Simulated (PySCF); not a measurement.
Ge$_{2}$H$_{5}$N$_{2}$, Ge$_{2}$H$_{6}$N$_{2}$, GeH$_{4}$N$_{2}$Si, GeH$_{5}$N$_{2}$Si and others (calculated)

Computed with PySCF 2.14.0. Calculation on a computer-drawn molecule: the log of a Hartree-Fock and frozen-core CCSD(T) single point meant for a local Hartree-Fock minimum, with one planted fault or none, to be diagnosed. Offsets are logged minus clean, where the clean run is the same molecule without the fault. The reference is restricted for singlets and unrestricted otherwise, and also for a bond in bohr or an excited solution. Adding or removing an electron swaps singlet and doublet. The excited solution moves the top pair (singlet) or top alpha electron (doublet) to the lowest empty orbital. Highest occupied and lowest empty are orbital energies over both spins, largest force is the largest gradient component, triples share is (T) over the correlation energy, the T1 limit is 0.02 restricted and 0.045 unrestricted, electrons count all cores, a negative frequency is imaginary (commonest isotopes), and the dipole is about the centre of nuclear charge; on germanium a core potential holds 10 electrons, which the energies leave out, and 3d is frozen in MP2 and coupled-cluster steps.

Common to all runs: meant multiplicity 1; meant basis and core potential on germanium cc-pVDZ-PP ECP10MDF; logged SCF converged yes; possible faults no fault, one electron removed, one electron added, multiplicity raised by two, geometry at a saddle point, SCF held on an excited solution, minimal basis STO-3G, one bond length entered in bohr, all coordinates scaled.

(1) Ge$_{2}$H$_{5}$N$_{2}$

Logged structure:
```xyz
9
Ge2H5N2
N     -0.8443     1.3873    -2.0749
Ge    -1.7190     1.2741    -0.6735
N     -1.1457     0.3667     0.9096
Ge     0.3295    -0.4926     1.2230
H      0.0657     0.9630    -2.1518
H     -3.0757     1.8215    -0.3413
H     -2.3819     0.4143     2.3645
H      0.5292    -1.1226     2.5773
H      1.3488    -0.5691     0.1185
```

| Property | Result |
| --- | --- |
| meant charge | 1 |
| meant basis | cc-pVDZ |
| logged electrons | 82 |
| logged basis functions | 99 |
| logged spin squared | 0.9211 |
| logged highest occupied | -13.3 eV |
| logged lowest empty | -4.6934 eV |
| logged largest force | 0.024009 hartree/bohr |
| logged T1 diagnostic | 0.066123 |
| logged D1 diagnostic | 0.28237 |
| logged triples share | 0.046722 |
| logged CC converged | yes |
| logged dipole magnitude | 6.3499 debye |
| logged SCF stable within its kind | yes |
| logged energy HF | -698.10967 hartree |
| logged energy CCSD(T) | -698.68531 hartree |
| planted fault | one bond length entered in bohr, row 6 of the drawn bonds |
| HF energy offset from clean run | 88.15 kcal/mol |
| CCSD(T) energy offset from clean run | 87.36 kcal/mol |

Drawn bonds:
| atom | other atom | order |
| --- | --- | --- |
| 1 | 2 | 2 |
| 2 | 3 | 1 |
| 3 | 4 | 1 |
| 1 | 5 | 1 |
| 2 | 6 | 1 |
| 3 | 7 | 1 |
| 4 | 8 | 1 |
| 4 | 9 | 1 |

Notes: T1 above single-reference limit.

(2) Ge$_{2}$H$_{6}$N$_{2}$

Logged structure:
```xyz
10
Ge2H6N2
N      1.6560     1.5152    -1.7974
Ge     1.8513     0.8732    -0.2545
N      1.6688    -0.8933    -0.0106
Ge     1.8095    -1.9303     1.5107
H      1.7821     2.5175    -1.8110
H      2.1755     1.5080     1.0951
H      1.4528    -1.3855    -0.8616
H      2.9263    -2.9623     1.3378
H      0.4850    -2.6492     1.7771
H      2.4312    -0.1280     3.6803
```

| Property | Result |
| --- | --- |
| meant charge | 0 |
| meant basis | cc-pVDZ |
| logged electrons | 84 |
| logged basis functions | 104 |
| logged spin squared | 0.8488 |
| logged highest occupied | -9.2445 eV |
| logged lowest empty | 1.0119 eV |
| logged largest force | 0.0066423 hartree/bohr |
| logged T1 diagnostic | 0.042639 |
| logged D1 diagnostic | 0.20257 |
| logged triples share | 0.038092 |
| logged CC converged | yes |
| logged dipole magnitude | 3.0955 debye |
| logged SCF stable within its kind | yes |
| logged energy HF | -698.99472 hartree |
| logged energy CCSD(T) | -699.58221 hartree |
| planted fault | one bond length entered in bohr, row 9 of the drawn bonds |
| HF energy offset from clean run | 66.56 kcal/mol |
| CCSD(T) energy offset from clean run | 74.09 kcal/mol |

Drawn bonds:
| atom | other atom | order |
| --- | --- | --- |
| 1 | 2 | 2 |
| 2 | 3 | 1 |
| 3 | 4 | 1 |
| 1 | 5 | 1 |
| 2 | 6 | 1 |
| 3 | 7 | 1 |
| 4 | 8 | 1 |
| 4 | 9 | 1 |
| 4 | 10 | 1 |

(3) GeH$_{4}$N$_{2}$Si

Logged structure:
```xyz
8
GeH4N2Si
N     -1.0918     3.2666    -0.6604
Ge    -0.2750     2.0985     0.2198
N     -0.3627     1.6644     1.9991
Si    -1.2961     2.3098     3.3048
H     -1.7373     3.8191    -0.1147
H      0.7341     1.1779    -0.4420
H      0.2532     0.9083     2.2513
H     -2.0229     3.3585     2.4821
```

| Property | Result |
| --- | --- |
| meant charge | 0 |
| meant basis | cc-pV(D+d)Z |
| logged electrons | 64 |
| logged basis functions | 94 |
| logged spin squared | 0 |
| logged highest occupied | -9.0766 eV |
| logged lowest empty | 1.0862 eV |
| logged largest force | 2.844e-05 hartree/bohr |
| logged lowest frequency | 114.45 cm⁻¹ |
| logged T1 diagnostic | 0.021973 |
| logged D1 diagnostic | 0.068931 |
| logged triples share | 0.036789 |
| logged CC converged | yes |
| logged dipole magnitude | 3.2557 debye |
| logged SCF stable within its kind | yes |
| logged energy HF | -693.47633 hartree |
| logged energy CCSD(T) | -694.05548 hartree |
| planted fault | no fault |
| HF energy offset from clean run | 0 kcal/mol |
| CCSD(T) energy offset from clean run | 0 kcal/mol |

Drawn bonds:
| atom | other atom | order |
| --- | --- | --- |
| 1 | 2 | 2 |
| 2 | 3 | 1 |
| 3 | 4 | 1 |
| 1 | 5 | 1 |
| 2 | 6 | 1 |
| 3 | 7 | 1 |
| 4 | 8 | 1 |

Notes: T1 above single-reference limit.

(4) GeH$_{5}$N$_{2}$Si

Logged structure:
```xyz
9
GeH5N2Si
N      1.0592     1.5510     2.3533
Ge     0.8321     1.2722     0.7255
Si     1.6012    -0.8348    -0.2168
N      1.4500    -1.2546    -1.7956
H      1.5109     0.8340     2.9025
H      0.1877     2.1918    -0.2763
H      2.2563    -1.8682     0.5894
H      1.7745    -2.1323    -2.1703
H      1.0277    -0.6776    -2.5037
```

| Quantity | Value |
| --- | --- |
| meant charge | 1 |
| meant basis | cc-pV(D+d)Z |
| logged electrons | 64 |
| logged basis functions | 99 |
| logged spin squared | 0 |
| logged highest occupied | -10.203 eV |
| logged lowest empty | -9.3907 eV |
| logged largest force | 0.28509 hartree/bohr |
| logged CC converged | no |
| logged dipole magnitude | 2.2786 debye |
| logged SCF stable within its kind | no |
| logged energy HF | -693.49561 hartree |
| planted fault | SCF held on an excited solution |
| HF energy offset from clean run | 208 kcal/mol |

Drawn bonds:
| atom | other atom | order |
| --- | --- | --- |
| 1 | 2 | 2 |
| 2 | 3 | 1 |
| 3 | 4 | 1 |
| 1 | 5 | 1 |
| 2 | 6 | 1 |
| 3 | 7 | 1 |
| 4 | 8 | 1 |
| 4 | 9 | 1 |

Notes: CCSD not converged.

(5) GeH$_{5}$N$_{2}$Si

Logged structure:
```xyz
9
GeH5N2Si
N      1.0846     1.5882     2.4098
Ge     0.8520     1.3027     0.7429
Si     1.6397    -0.8549    -0.2220
N      1.4848    -1.2847    -1.8387
H      1.5472     0.8540     2.9722
H      0.1922     2.2444    -0.2829
H      2.3104    -1.9131     0.6035
H      1.8171    -2.1835    -2.2224
H      1.0524    -0.6939    -2.5638
```

| Item | Value |
| --- | --- |
| meant charge | 1 |
| meant basis | cc-pV(D+d)Z |
| logged electrons | 64 |
| logged basis functions | 99 |
| logged spin squared | 0 |
| logged highest occupied | -14.212 eV |
| logged lowest empty | -5.0331 eV |
| logged largest force | 0.021088 hartree/bohr |
| logged T1 diagnostic | 0.024291 |
| logged D1 diagnostic | 0.079674 |
| logged triples share | 0.040216 |
| logged CC converged | yes |
| logged dipole magnitude | 8.1263 debye |
| logged SCF stable within its kind | yes |
| logged energy HF | -693.82174 hartree |
| logged energy CCSD(T) | -694.4119 hartree |
| planted fault | all coordinates scaled, by +2.4 % |
| HF energy offset from clean run | 3.371 kcal/mol |
| CCSD(T) energy offset from clean run | -1.903 kcal/mol |

Drawn bonds:
| atom | other atom | order |
| --- | --- | --- |
| 1 | 2 | 2 |
| 2 | 3 | 1 |
| 3 | 4 | 1 |
| 1 | 5 | 1 |
| 2 | 6 | 1 |
| 3 | 7 | 1 |
| 4 | 8 | 1 |
| 4 | 9 | 1 |

Notes: T1 above single-reference limit.

(6) ClGeH$_{3}$N$_{2}$

Logged structure:
```xyz
7
ClGeH3N2
N     -1.6258    -2.4945     0.8972
Ge    -0.8058    -2.4246    -0.5646
N     -0.3832    -1.1574    -1.7424
Cl     0.0786    -4.2028    -1.3365
H     -1.9917    -1.5867     1.1559
H     -0.8704    -0.2816    -1.7270
H     -0.0640    -1.4134    -2.6574
```

| Item | Value |
| --- | --- |
| meant charge | 0 |
| meant basis | cc-pV(D+d)Z |
| logged electrons | 66 |
| logged basis functions | 89 |
| logged spin squared | 0 |
| logged highest occupied | -9.8536 eV |
| logged lowest empty | 2.9116 eV |
| logged largest force | 1.725e-05 hartree/bohr |
| logged lowest frequency | 206.81 cm⁻¹ |
| logged T1 diagnostic | 0.016693 |
| logged D1 diagnostic | 0.063172 |
| logged triples share | 0.031722 |
| logged CC converged | yes |
| logged dipole magnitude | 4.7782 debye |
| logged SCF stable within its kind | yes |
| logged energy HF | -863.53068 hartree |
| logged energy CCSD(T) | -864.15022 hartree |
| planted fault | no fault |
| HF energy offset from clean run | 0 kcal/mol |
| CCSD(T) energy offset from clean run | 0 kcal/mol |

Drawn bonds:
| atom | other atom | order |
| --- | --- | --- |
| 1 | 2 | 2 |
| 2 | 3 | 1 |
| 2 | 4 | 1 |
| 1 | 5 | 1 |
| 3 | 6 | 1 |
| 3 | 7 | 1 |

(7) GeH$_{4}$N$_{2}$O

Logged structure:
```xyz
8
GeH4N2O
N      0.9465    -0.0639    -3.7287
Ge     0.3763     0.8240    -2.4257
N     -1.1651     0.4616    -1.5947
O      1.1069     2.1873    -1.5963
H      1.8727     0.2239    -4.0112
H     -1.7613    -0.2106    -2.0418
H     -1.6991     1.2149    -1.2038
H      0.7296     2.4206    -0.7596
```

| Property | Result |
| --- | --- |
| meant charge | 0 |
| meant basis | cc-pVDZ |
| logged electrons | 58 |
| logged basis functions | 85 |
| logged spin squared | 0 |
| logged highest occupied | -9.5002 eV |
| logged lowest empty | 3.2814 eV |
| logged largest force | 1.324e-05 hartree/bohr |
| logged lowest frequency | 224.81 cm⁻¹ |
| logged T1 diagnostic | 0.016975 |
| logged D1 diagnostic | 0.06208 |
| logged triples share | 0.029626 |
| logged CC converged | yes |
| logged dipole magnitude | 4.227 debye |
| logged SCF stable within its kind | yes |
| logged energy HF | -479.45333 hartree |
| logged energy CCSD(T) | -480.11738 hartree |
| planted fault | no fault |
| HF energy offset from clean run | 0 kcal/mol |
| CCSD(T) energy offset from clean run | 0 kcal/mol |

Drawn bonds:
| atom | other atom | order |
| --- | --- | --- |
| 1 | 2 | 2 |
| 2 | 3 | 1 |
| 2 | 4 | 1 |
| 1 | 5 | 1 |
| 3 | 6 | 1 |
| 3 | 7 | 1 |
| 4 | 8 | 1 |

(8) GeH$_{3}$NO$_{2}$

Logged structure:
```xyz
7
GeH3NO2
N     -1.8397    -0.6721    -0.1021
Ge    -0.7844     0.6311    -0.0554
O     -0.9348     2.3633     0.0656
O      0.9363     0.4294    -0.1338
H     -2.8104    -0.3976    -0.0473
H     -1.8240     2.6847     0.1206
H      1.2007    -0.4785    -0.2052
```

| Quantity | Value |
| --- | --- |
| meant charge | 0 |
| meant basis | cc-pVDZ |
| logged electrons | 58 |
| logged basis functions | 80 |
| logged spin squared | 2.0147 |
| logged highest occupied | -5.4786 eV |
| logged lowest empty | 0.46737 eV |
| logged largest force | 0.12175 hartree/bohr |
| logged T1 diagnostic | 0.082665 |
| logged D1 diagnostic | 0.55747 |
| logged triples share | 0.026858 |
| logged CC converged | yes |
| logged dipole magnitude | 4.3415 debye |
| logged SCF stable within its kind | yes |
| logged energy HF | -499.1711 hartree |
| logged energy CCSD(T) | -499.80755 hartree |
| planted fault | ? |

Drawn bonds:
| atom | other atom | order |
| --- | --- | --- |
| 1 | 2 | 2 |
| 2 | 3 | 1 |
| 2 | 4 | 1 |
| 1 | 5 | 1 |
| 3 | 6 | 1 |
| 4 | 7 | 1 |

Notes: T1 above single-reference limit.

**Q.** Which fault was planted in the run of GeH$_{3}$NO$_{2}$ (entry 8)?
**A.** multiplicity raised by two

Further results for GeH$_{3}$NO$_{2}$ (entry 8):

| Quantity | Value |
| --- | --- |
| HF energy offset from clean run | 75.47 kcal/mol |
| CCSD(T) energy offset from clean run | 98.49 kcal/mol |
